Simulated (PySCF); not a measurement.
[SbS3]-: double against triple zeta

Base calculation in PySCF with density fitting and no spin–orbit coupling, PBE0/def2-SVPD (scalar-relativistic core potentials): singlet, D3h, Sb–S 2.272 Å (×3); wavenumbers 123, 141 (×2), 406, 458 (×2) cm⁻¹; gap between the highest occupied and lowest empty levels 3.95 eV, polar-tensor charge of Sb 1.26 e.

Question: What changes on going to PBE0/def2-TZVPD (scalar-relativistic core potentials)?

Answer: The point group stays the same. Changes: mean bond to Sb -0.025 Å, highest wavenumber +8 cm⁻¹, lowest wavenumber +2 cm⁻¹, gap between the highest occupied and lowest empty levels +0.13 eV, polar-tensor charge of Sb +0.04 e. The new structure has Sb–S 2.247 Å (×3), with wavenumbers 125, 144 (×2), 417, 466 (×2) cm⁻¹. The larger basis shortens the bonds, as added polarisation functions usually do.

Only the bonding shown was studied: isomers, or loss of a ligand pair, can lie lower.
